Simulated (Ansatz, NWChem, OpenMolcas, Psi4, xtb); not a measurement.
**Errors in the dipole moment**

10 molecules; the dipole moment in D, computed less measured. Shapes, held fixed at every level: PBE0-D4/def2-TZVP. No vibrational averaging. Dipoles are compared by magnitude; molecules under 1 D, whose direction can flip, are left out. Programs: Ansatz 0.2.0, NWChem 7.3.0, OpenMolcas 26.06, Psi4 1.11, xtb 6.7.1. A level may come from different programs for different species; with the same settings they agree closely. Measured values: NIST CCCBDB.

Levels: A = GFN2-xTB; B = TPSS/cc-pVDZ; C = r2SCAN/cc-pVDZ; D = BHLYP/cc-pVDZ; E = B3LYP-D4/def2-TZVPP.

| molecule | measured | A | B | C | D | E |
| --- | --- | --- | --- | --- | --- | --- |
| AsF3 (SMILES F[As](F)F) | 2.59 | -0.96 | -0.37 | -0.26 | +0.17 | -0.06 |
| SCl2O2 (sulfuryl chloride) | 1.81 | -0.77 | -0.61 | -0.52 | -0.08 | +0.05 |
| C2F3N (cyanotrifluoromethane) | 1.33 | -1.16 | +0.08 | +0.09 | -0.10 | +0.07 |
| C2H3ClO (acetyl chloride) | 2.72 | +0.12 | -0.10 | +0.03 | +0.10 | +0.06 |
| C2H3F3 (1,1,1-trifluoroethane) | 2.32 | +0.72 | -0.32 | -0.22 | -0.01 | -0.03 |
| C2H4Cl2 (SMILES CC(Cl)Cl) | 2.06 | +0.12 | -0.01 | +0.08 | +0.08 | -0.04 |
| C2H6O (dimethyl ether) | 1.30 | +0.28 | -0.23 | -0.18 | -0.03 | -0.09 |
| C2H6S (dimethyl sulfide) | 1.50 | +0.93 | +0.01 | +0.07 | +0.03 | +0.02 |
| C3H5Cl (SMILES C/C=C/Cl) | 1.97 | +0.22 | -0.12 | -0.03 | +0.01 | -0.10 |
| C2H7N (dimethylamine) | 1.03 | +0.12 | -0.23 | -0.20 | -0.13 | -0.10 |

Q: Sum up the errors.

A: 
```csv
level,kind,mean error,mean absolute error,worst case
GFN2-xTB,semi-empirical,-0.038,0.540,C2F3N
TPSS/cc-pVDZ,meta-GGA,-0.190,0.208,SCl2O2
r2SCAN/cc-pVDZ,meta-GGA,-0.114,0.168,SCl2O2
BHLYP/cc-pVDZ,global hybrid,+0.004,0.074,AsF3
B3LYP-D4/def2-TZVPP,global hybrid,-0.022,0.062,C3H5Cl
```

On this set B3LYP-D4/def2-TZVPP has the smallest mean absolute error and GFN2-xTB the largest. TPSS/cc-pVDZ is too low in 8 of 10; r2SCAN/cc-pVDZ is too low in 6 of 10. The levels differ in basis as well as in method. The tabulated value of C2F3N is in doubt (older tables, estimates, or at odds with other calculations) and kept here. Over the 9 molecules whose values aren't doubted the mean absolute errors are A 0.471; B 0.222; C 0.177; D 0.071; E 0.061. The smallest two are near a tie. Relativity is left out for As. The set is small.
